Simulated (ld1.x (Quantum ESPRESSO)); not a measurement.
**Which change was made? (C, PAW)**

ld1.x (Quantum ESPRESSO) 7.5 input, shortened:

```
&input
   title='C', zed=6., rel=1, dft='PBESOL', iswitch=3,
   config='[He] 2s2 2p1 3d-2'
 /
 &inputp
   pseudotype=3, lpaw=.true., tm=.true., lloc=-1, rcloc=1.45,
   nlcc=.true., new_core_ps=.true., rcore=0.60,
   which_augfun='PSQ', rmatch_augfun_nc=.true.
 /
6
2S  1  0   2.00   0.00  0.65  0.85  0.0
2S  1  0   0.00  -0.50  0.65  0.85  0.0
2P  2  1   1.00   0.00  1.25  1.70  0.0
2P  2  1   0.00   0.90  1.25  1.70  0.0
3D  3  2  -2.00   0.50  1.15  1.60  0.0
3D  3  2  -2.00   1.85  1.15  1.60  0.0
 &test
   configts(1)='2s2 2p1'
 /
```

Cutoffs, loose and tight: the cutoffs (Ry, on a coarse ladder) from which the occupation-weighted sum of valence levels, in a spherical-Bessel basis at the reference potential, stays within 10 and 1 mRy of its value at 400 Ry. They do not see the model core or the augmentation charge, which bear on the density cutoff. Test errors are all-electron minus pseudo excitation energies from the reference, over the configurations 2s2 2p2; 2s2 2p0; 2s1 2p0; 2s1 2p3; 2s1 2p2; 2s2 2p2.3; 2s0 2p4; variants that change the core or the reference have their own tests.

The base gives: outcome: generated; cutoff, loose: 45 Ry; cutoff, tight: 60 Ry; bound ghosts: none; largest test error (meV): test run stopped at test 1 of 7 (negative rho).

After one change the result is: outcome: generated; cutoff, loose: 25 Ry; cutoff, tight: 200 Ry; bound ghosts: s; largest test error (meV): -17. Which change was it?
A. waves 2s (bound): rcut 0.65, rcutus 1.22 bohr; 2s channel at -0.5 Ry: rcut 0.65, rcutus 1.22 bohr
B. waves 2s (bound): rcut 0.65, rcutus 1.12 bohr; 2s channel at -0.5 Ry: rcut 0.65, rcutus 1.12 bohr
C. waves 2s (bound): rcut 0.65, rcutus 1.00 bohr; 2s channel at -0.5 Ry: rcut 0.65, rcutus 1.00 bohr

C. The others give: waves 2s (bound): rcut 0.65, rcutus 1.22 bohr; 2s channel at -0.5 Ry: rcut 0.65, rcutus 1.22 bohr → outcome: generated; cutoff, loose: 18 Ry; cutoff, tight: 25 Ry; bound ghosts: none; largest test error (meV): -11 | waves 2s (bound): rcut 0.65, rcutus 1.12 bohr; 2s channel at -0.5 Ry: rcut 0.65, rcutus 1.12 bohr → outcome: generated; cutoff, loose: 21 Ry; cutoff, tight: 35 Ry; bound ghosts: none; largest test error (meV): -13.
